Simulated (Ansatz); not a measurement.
```xyz
9

S    -1.7952   -1.6364   -1.4748
C    -0.8943   -0.3732   -0.6669
N     0.2301   -0.5446   -0.1247
Ge    1.0421    0.8937    0.6928
Cl    0.9525    0.5486    2.8133
H    -0.8806   -2.5944   -1.2419
H    -1.4532    0.5746   -0.7070
H     2.5196    0.9283    0.2991
H     0.2791    2.2034    0.4101
```

The species carries charge 0 and has multiplicity 1.

(1) List the r2SCAN/def2-TZVPP orbital energies in eV (Ansatz 0.2.0). (Best estimate.)

Answers

(1) Ansatz gave: Occupied: -10835.28, -2753.12, -2409.98, -1350.32, -1200.39, -1200.36, -1200.35, -385.49, -275.74, -254.50, -214.41, -193.05, -192.89, -192.89, -168.55, -158.50, -158.39, -158.28, -118.31, -118.22, -118.18, -31.61, -31.56, -31.51, -31.45, -31.44, -24.26, -21.11, -20.16, -15.65, -14.64, -11.82, -11.36, -10.25, -9.86, -9.44, -9.33, -8.06, -7.76, -6.80, -6.59. Lowest empty: -1.92, -0.73, -0.34, 0.24, 0.42, 1.23, 1.72, 2.73.
